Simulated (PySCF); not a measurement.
**Energy of Mg+ (magnesium, charge +1) between two integer charges**

The 3s alpha orbital of [Ne] 3s1 is emptied in steps (occupation f), with all orbitals relaxed, ending at [Ne]. All numbers are calculated (PySCF 2.14, scalar relativity by spin-free X2C-1e, in x2c-TZVPall). The exact energy is a straight line in f; departures are measured from the line between the end points of the same method.

```
  f  UHF (eV)  LDA (eV)  PBE (eV)  PBE0 (eV)  LC-wPBE (eV)  BHandHLYP (eV)  TPSS (eV)
  1     0.000     0.000     0.000      0.000         0.000           0.000      0.000
0.9     0.001    -0.296    -0.304     -0.223        -0.012          -0.164     -0.287
0.7     0.003    -0.678    -0.705     -0.517        -0.028          -0.384     -0.665
0.5     0.003    -0.786    -0.835     -0.610        -0.035          -0.457     -0.788
0.3     0.003    -0.632    -0.696     -0.507        -0.036          -0.386     -0.667
0.1     0.001    -0.247    -0.290     -0.211        -0.019          -0.169     -0.292
  0     0.000     0.000     0.000      0.000         0.000           0.000      0.000
```

```csv
method,E(f=0) − E(f=1) (eV),−ε at f=1 (eV),−ε at f=0.5 (eV)
UHF,14.734,14.747,14.734
LDA,15.339,12.030,15.469
PBE,15.329,11.946,15.357
PBE0,15.231,12.741,15.260
LC-wPBE,15.158,15.022,15.136
BHandHLYP,15.290,13.462,15.286
TPSS,15.080,11.880,15.082
```

Orbital energy along the path (eV):

```json
{"f": "1", "UHF": "-14.747", "LDA": "-12.030", "PBE": "-11.946", "PBE0": "-12.741", "LC-wPBE": "-15.022", "BHandHLYP": "-13.462", "TPSS": "-11.880"}
{"f": "0.9", "UHF": "-14.744", "LDA": "-12.731", "PBE": "-12.635", "PBE0": "-13.254", "LC-wPBE": "-15.054", "BHandHLYP": "-13.829", "TPSS": "-12.540"}
{"f": "0.7", "UHF": "-14.739", "LDA": "-14.120", "PBE": "-14.005", "PBE0": "-14.267", "LC-wPBE": "-15.103", "BHandHLYP": "-14.560", "TPSS": "-13.836"}
{"f": "0.5", "UHF": "-14.734", "LDA": "-15.469", "PBE": "-15.357", "PBE0": "-15.260", "LC-wPBE": "-15.136", "BHandHLYP": "-15.286", "TPSS": "-15.082"}
{"f": "0.3", "UHF": "-14.728", "LDA": "-16.726", "PBE": "-16.689", "PBE0": "-16.230", "LC-wPBE": "-15.179", "BHandHLYP": "-16.007", "TPSS": "-16.290"}
{"f": "0.1", "UHF": "-14.723", "LDA": "-17.726", "PBE": "-18.018", "PBE0": "-17.193", "LC-wPBE": "-15.323", "BHandHLYP": "-16.756", "TPSS": "-17.693"}
{"f": "0", "UHF": "-14.721", "LDA": "-17.639", "PBE": "-18.002", "PBE0": "-17.124", "LC-wPBE": "-15.361", "BHandHLYP": "-17.190", "TPSS": "-17.839"}
```

As f goes to zero the orbital energy of a semilocal functional can turn back, because the density of that orbital vanishes from the exchange-correlation potential.

Reference removal energy between the ground levels: 15.035 eV (measured; NIST Atomic Spectra Database, ionization energies). UHF lacks correlation.
